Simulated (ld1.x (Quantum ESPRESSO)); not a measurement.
**Building the PAW potential for aluminium (Al) (LDA (PZ), scalar-relativistic).**

Input for ld1.x (Quantum ESPRESSO) 7.5:

```
&input
   title='Al', zed=13., rel=1, dft='PZ', iswitch=3,
   config='[Ne] 3s1.5 3p1.5',
   nld=2, rlderiv=3.25, eminld=-3.0, emaxld=5.0, deld=0.02
 /
 &inputp
   pseudotype=3, lpaw=.true., tm=.true., lloc=-1, rcloc=2.30,
   nlcc=.true., new_core_ps=.true.,
   which_augfun='PSQ', rmatch_augfun=2.00,
   file_pseudopw='Al.UPF', file_wfcaegen='ae.wfc', file_wfcncgen='nc.wfc', file_beta='beta', file_chi='chi', file_wfcusgen='us.wfc'
 /
4
3S  1  0   1.50   0.00  1.85  2.05  0.0
3S  1  0   0.00  -0.10  1.85  2.05  0.0
3P  2  1   1.50   0.00  2.20  3.00  0.0
3P  2  1   0.00   0.40  2.20  3.00  0.0
 &test
   configts(1)='3s1.5 3p1.5'
 /
```

Command:

```bash
ld1.x < Al.in > Al.out
```

Resulting log (shortened: banner, matrices, multipoles, cross overlaps and the repeated all-electron block are left out):

```
Program LD1 v.7.5
     --------------------------- All-electron run ----------------------------

     Al
     scalar relativistic calculation

     atomic number is 13.00
     dft =PZ   lsd =0 sic =0 latt =0  beta=0.20 tr2=1.0E-14
     Exchange-correlation= PZ
                           (   1   1   0   0   0   0   0)
     mesh =1135 r(mesh) = 100.48924 a.u. xmin = -7.00 dx = 0.01250
     1 Ry =  13.60569312 eV, c = 137.03599908

     n l     nl                  e(Ry)          e(Ha)          e(eV)
     1 0     1S 1( 2.00)      -110.6330       -55.3165     -1505.2382
     2 0     2S 1( 2.00)        -7.9680        -3.9840      -108.4108
     2 1     2P 1( 6.00)        -5.1905        -2.5952       -70.6199
     3 0     3S 1( 1.50)        -0.6079        -0.3039        -8.2704
     3 1     3P 1( 1.50)        -0.2288        -0.1144        -3.1135

     final scf error:  7.0E-15 reached in  20 iterations

     Etot =    -483.339951 Ry,    -241.669975 Ha,   -6576.175043 eV

     Ekin =     483.702719 Ry,     241.851360 Ha,    6581.110762 eV
     Encl =   -1157.088572 Ry,    -578.544286 Ha,  -15742.992026 eV
     Eh   =     224.943480 Ry,     112.471740 Ha,    3060.511962 eV
     Exc  =     -34.897578 Ry,     -17.448789 Ha,    -474.805741 eV

     normalization and overlap integrals

     s(1S/1S) =  1.000000  <r> =   0.1206  <r2> =    0.0196  r(max) =   0.0789
     s(2S/2S) =  1.000000  <r> =   0.6290  <r2> =    0.4747  r(max) =   0.4954
     s(2P/2P) =  1.000000  <r> =   0.6043  <r2> =    0.4649  r(max) =   0.4264
     s(3S/3S) =  1.000000  <r> =   2.5055  <r2> =    7.3411  r(max) =   2.0597
     s(3P/3P) =  1.000000  <r> =   3.3530  <r2> =   13.5087  r(max) =   2.5794

     ------------------------ End of All-electron run ------------------------

     --------------------- Generating PAW atomic setup --------------------

      Generating local potential from pseudized AE potential:
      Matching radius rcloc =   2.3000

      Local pseudo, rcloc= 2.305 Estimated cut-off energy=     4.50 Ry

      Computing core charge for nlcc:

       r > 1.33 : true rho core
      Core charge pseudized with two Bessel functions
      Integrated core pseudo-charge :   3.58
      Wfc-us  3S rcutus= 2.034  Estimated cut-off energy=    10.71 Ry
      Wfc-us  3S rcutus= 2.034  Estimated cut-off energy=    11.56 Ry
      Wfc-us  3P rcutus= 3.035  Estimated cut-off energy=     8.30 Ry
      Wfc-us  3P rcutus= 3.035  Estimated cut-off energy=    10.65 Ry

     Required augmentation: PSQ   radius:    2.000000

     Q pseudized with Bessel functions
     Expected ecutrho=      63.0496 due to l1=  1   l2=  1

     Estimated PAW energy =  -37.119307 Ryd

     ------------------- End of pseudopotential generation -------------------

     Computing logarithmic derivative in   3.25054
     Computing logarithmic derivative in   3.25054
     Computing the partial wave expansion
     R is outside the sphere for l=    0 j= 0.00
     R is outside the sphere for l=    0 j= 0.00
     R is outside the sphere for l=    1 j= 0.00
     R is outside the sphere for l=    1 j= 0.00

     ---------------------- Testing the pseudopotential ----------------------

     Al
     scalar relativistic calculation

     atomic number is 13.00   valence charge is  3.00
     dft = SLA  PZ   NOGX NOGC   lsd =0 sic =0 latt =0  beta=0.20 tr2=1.0E-14
     mesh =1135 r(mesh) = 100.48924 xmin = -7.00 dx = 0.01250

     n l     nl             e AE (Ry)        e PS (Ry)    De AE-PS (Ry)
     1 0     3S   1( 1.50)       -0.60786       -0.60787        0.00000
     2 1     3P   1( 1.50)       -0.22884       -0.22884        0.00000

     eps = 1.8E-16  iter =  3

     Etot =    -483.339951 Ry,    -241.669975 Ha,   -6576.175043 eV
     Etotps =   -37.119310 Ry,     -18.559655 Ha,    -505.033939 eV

     Ekin =       5.555500 Ry,       2.777750 Ha,      75.586422 eV
     Encl =     -10.581545 Ry,      -5.290772 Ha,    -143.969249 eV
     Ehrt =       2.804313 Ry,       1.402156 Ha,      38.154621 eV
     Ecxc =     -34.897578 Ry,     -17.448789 Ha,    -474.805734 eV
     (Ecc =      -4.753016 Ry,      -2.376508 Ha,     -64.668079 eV)

     ---------------------- End of pseudopotential test ----------------------
```

Generation and configuration tests took about 1.4 s on one core of a shared server CPU.
